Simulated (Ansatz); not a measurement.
Name a neutral molecule of Cl, F, Si and H with HOMO–LUMO gap (ωB97M-V/def2-TZVPP) between 12.00 and 12.30 eV and HOMO energy (PBE/def2-TZVPP) between -7.60 and -7.30 eV (Ansatz, PBE0-D4/def2-TZVP geometry).

`F[Si]([SiH3])(Cl)Cl` (12.08 eV, -7.54 eV). Other molecules can fit too; these were computed, each in one conformer that needn't be the lowest.
